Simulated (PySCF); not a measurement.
## Electronic structure of Tl²⁺ (thallium, charge +2) at the UHF level

Configuration: [Xe] 4f14 5d10 6s1, 2S determinant. Calculation: PySCF 2.14, in x2c-TZVPPall; scalar relativity by spin-free X2C-1e.

- Total energy: -20242.655422 hartree
- One-electron energy: -27671.6279 hartree
- Hartree (Coulomb) energy: 7809.4240 hartree
- Exchange energy: -380.4515 hartree
- ⟨S²⟩: 0.7512
- ⟨L²⟩: 0.000
- Sum of ⟨r⟩: 41.48 bohr
- Sum of ⟨r²⟩: 44.15 bohr²
- Langevin diamagnetic susceptibility: -35.0 ×10⁻⁶ cm³/mol

```tsv
shell	electrons	mean orbital energy (eV)	rms radius, mean of both spins (bohr)
1s α	1	-86019.5	0.0184
1s β	1	-86019.4	0.0184
2s α	1	-15484.4	0.0742
2s β	1	-15484.3	0.0742
2p α	3	-13382.2	0.0684
2p β	3	-13382.2	0.0684
3s α	1	-3780.7	0.189
3s β	1	-3780.6	0.189
3p α	3	-3163.4	0.192
3p β	3	-3163.4	0.192
3d α	5	-2491.3	0.176
3d β	5	-2491.3	0.176
4s α	1	-896.12	0.416
4s β	1	-895.95	0.416
4p α	3	-689.42	0.443
4p β	3	-689.37	0.443
4d α	5	-435.97	0.471
4d β	5	-435.95	0.471
5s α	1	-170.62	0.943
5s β	1	-170.25	0.943
4f α	7	-156.51	0.510
4f β	7	-156.50	0.510
5p α	3	-111.55	1.08
5p β	3	-111.45	1.08
5d α	5	-40.682	1.46
5d β	5	-40.288	1.46
6s α	1	-28.473	2.49
```

Spin-orbit coupling, which splits the p, d and f shells strongly at this Z, is absent.

Densities and radii are taken from the X2C orbitals without a picture-change correction, which distorts them close to the nucleus.
